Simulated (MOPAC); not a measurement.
Input for MOPAC: AM1 on H2Se2 (SMILES [SeH][SeH]), a point of a torsion scan.

```
AM1 1SCF PRECISE CHARGE=0 THREADS=1
H2Se2

Se    -1.07769586 1     0.67533519 1     0.36085326 1
Se     1.07339382 1     0.51546706 1    -0.36935280 1
H     -1.60595227 1    -0.48781127 1    -0.34201244 1
H      0.93129388 1     1.33595957 1    -1.56625910 1
```

Output:

```
*******************************************************************************
 **                                                                           **
 **                              MOPAC v23.2.5                                **
 **                                                                           **
 *******************************************************************************
 ** MOPAC's Digital Object Identifier: https://doi.org/10.5281/zenodo.6511958 **
 **                                                                           **
 ** Please cite the open-source release paper for use of this MOPAC version:  **
 ** J. E. Moussa and J. J. P. Stewart (2026)                                  **
 ** MOPAC: An open-source semiempirical molecular orbital program             **
 ** J. Open Source Softw., 11(119), 8025, https://doi.org/10.21105/joss.08025 **
 *******************************************************************************

                              AM1 CALCULATION RESULTS

 *******************************************************************************
 *  AM1        - The AM1 Hamiltonian to be used
 *
 *
 *
 *                 CHARGE ON SYSTEM = 0
 *
 *
 *
 *  PRECISE    - TIGHTER CRITERIA TO BE USED
 *  1SCF       - DO 1 SCF AND THEN STOP
 *  THREADS=1  - MULTI-THREADING NOT USED
 *  T=         - A TIME OF 172800.0 SECONDS REQUESTED
 *  DUMP=N     - RESTART FILE WRITTEN EVERY 7200.0 SECONDS REQUESTED
 *******************************************************************************
AM1 1SCF PRECISE CHARGE=0 THREADS=1
 H2Se2

   ATOM   CHEMICAL          X               Y               Z
  NUMBER   SYMBOL      (ANGSTROMS)     (ANGSTROMS)     (ANGSTROMS)

     1      Se         -1.07769586  *   0.67533519  *   0.36085326  *
     2      Se          1.07339382  *   0.51546706  *  -0.36935280  *
     3       H         -1.60595227  *  -0.48781127  *  -0.34201244  *
     4       H          0.93129388  *   1.33595957  *  -1.56625910  *



          CARTESIAN COORDINATES

    NO.       ATOM           X           Y           Z

     1        Se         -1.0777      0.6753      0.3609
     2        Se          1.0734      0.5155     -0.3694
     3         H         -1.6060     -0.4878     -0.3420
     4         H          0.9313      1.3360     -1.5663

  H: (AM1): M.J.S. DEWAR ET AL, J. AM. CHEM. SOC. 107 3902-3909 (1985)
 Se: (AM1): J. J. P. STEWART, J. MOL. MOD., 10, 155-164 (2004)

           Empirical Formula: H2 Se2  =     4 atoms



      MOLECULAR POINT GROUP   :   C2


      RHF CALCULATION, NO. OF DOUBLY OCCUPIED LEVELS = 7


 -------------------------------------------------------------------------------
 AM1 1SCF PRECISE CHARGE=0 THREADS=1
 H2Se2



     1SCF WAS SPECIFIED, SO BFGS WAS NOT USED
     SCF FIELD WAS ACHIEVED


                              AM1 CALCULATION
                                                       MOPAC v23.2.5 Linux




          FINAL HEAT OF FORMATION =         28.94105 KCAL/MOL =     121.08937 KJ/MOL


          COSMO AREA              =         95.50 SQUARE ANGSTROMS
          COSMO VOLUME            =         81.24 CUBIC ANGSTROMS

          IONIZATION POTENTIAL    =          8.215200 EV
          HOMO LUMO ENERGIES (EV) =         -8.215 -2.244
          NO. OF FILLED LEVELS    =          7
          MOLECULAR WEIGHT        =        159.9358         POINT GROUP:  C2

          MOLECULAR DIMENSIONS (Angstroms)

            Atom       Atom       Distance
            H     4    H     3     3.35597
           Se     1   Se     2     1.38745
            H     4   Se     2     1.02175


          SCF CALCULATIONS        =          1





   ATOM   CHEMICAL          X               Y               Z
  NUMBER   SYMBOL      (ANGSTROMS)     (ANGSTROMS)     (ANGSTROMS)

     1      Se         -1.07769586  *   0.67533519  *   0.36085326  *
     2      Se          1.07339382  *   0.51546706  *  -0.36935280  *
     3       H         -1.60595227  *  -0.48781127  *  -0.34201244  *
     4       H          0.93129388  *   1.33595957  *  -1.56625910  *

                             CARTESIAN COORDINATES

   1   Se       -1.077695860     0.675335190     0.360853260
   2   Se        1.073393820     0.515467060    -0.369352800
   3    H       -1.605952270    -0.487811270    -0.342012440
   4    H        0.931293880     1.335959570    -1.566259100


           Empirical Formula: H2 Se2  =     4 atoms



      MOLECULAR POINT GROUP   :   C2


                  EIGENVALUES
 -21.06689 -19.27522 -13.03025 -12.48462 -10.86435  -8.22211  -8.21520  -2.24398
   0.16153   0.37359


              NET ATOMIC CHARGES AND DIPOLE CONTRIBUTIONS

  ATOM NO.   TYPE          CHARGE      No. of ELECS.   s-Pop       p-Pop
    1         Se           0.027026        5.9730     1.97300     3.99998
    2         Se           0.027025        5.9730     1.97300     3.99998
    3          H          -0.027026        1.0270     1.02703
    4          H          -0.027026        1.0270     1.02703
 DIPOLE           X         Y         Z       TOTAL
 POINT-CHG.     0.087     0.044     0.247     0.265
 HYBRID        -0.360    -0.184    -1.021     1.098
 SUM           -0.273    -0.140    -0.774     0.833


          ATOMIC ORBITAL ELECTRON POPULATIONS

     Atom    s        px        py        pz
    1 Se   1.97300   1.08298   1.33552   1.58147
    2 Se   1.97300   1.04230   1.65652   1.30116
    3  H   1.02703
    4  H   1.02703

 **********************
 *                    *
 * JOB ENDED NORMALLY *
 *                    *
 **********************




 == MOPAC DONE ==
```

The run finished.

Cost: very roughly 0.020 core-seconds.
